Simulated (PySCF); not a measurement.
## Si2H2N2Cl4

Si2H2N2Cl4 is a molecule drawn as a unit of a network glass or zeolite (built as: Si Si, Cl ends, N bridges), neutral, singlet. The structure was relaxed in the gas phase by PBE0-D3(BJ)/def2-SVP. No frequency run checks that it is a minimum.

SMILES: Cl[Si]1(Cl)N[Si](Cl)(Cl)N1

```xyz
10

Cl   -2.022    2.218    0.322
Si   -0.663    0.746    0.747
Cl   -0.509    0.689    2.788
N    -0.932   -0.777   -0.022
Si    0.566   -0.694   -0.880
Cl    0.426   -0.651   -2.922
Cl    1.923   -2.160   -0.428
N     0.828    0.836   -0.122
H    -1.642   -1.488    0.071
H     1.557    1.530   -0.185
```
Atom numbers follow the order of the file, from 1.

Shieldings: GIAO PBE0/pcSseg-1. Shifts are against computed references at the same level: H TMS (σ 31.27 ppm), Si TMS (σ 352.0 ppm). Core levels by delta-SCF with SCAN, pcX-2 on the ionised atom and pcseg-1 elsewhere, spin-free X2C (2p3/2 is the spin-free 2p value less a third of a first-order spin-orbit splitting); from the vacuum level, for chosen atoms.

Q: Give the shieldings and core levels atom by atom.

A: 
| atoms | bonded to | σ (ppm) | δ (ppm) | core level (eV) |
| --- | --- | --- | --- | --- |
| Cl1 Cl3 Cl6 Cl7 | 1 Si | 814.0 | - | 2p3/2 206.41 |
| Si2 Si5 | 2 Cl + 2 N | 376.2 | -24.2 | 2p3/2 109.22 |
| N4 N8 | 2 Si + 1 H | 187.7 | - | 1s 405.05 |
| H9 H10 | 1 N | 29.28 | 1.99 | - |

Values are those of this one static structure; atoms that internal rotation interchanges would show their mean in an NMR spectrum.

Q: By CAM-B3LYP/def2-SVPD (TDDFT singlets, Tamm-Dancoff triplets, ionisation by delta-SCF), where does absorption start, and what does vertical ionisation take?

A: The first singlet with intensity lies at 7.09 eV (f 0.031); what lies below it is dark. The lowest singlet lies at 6.51 eV (f 0.000), the strongest of the first 6 at 7.09 eV (f 0.031), the lowest triplet at 6.29 eV; vertical ionisation takes 10.13 eV.
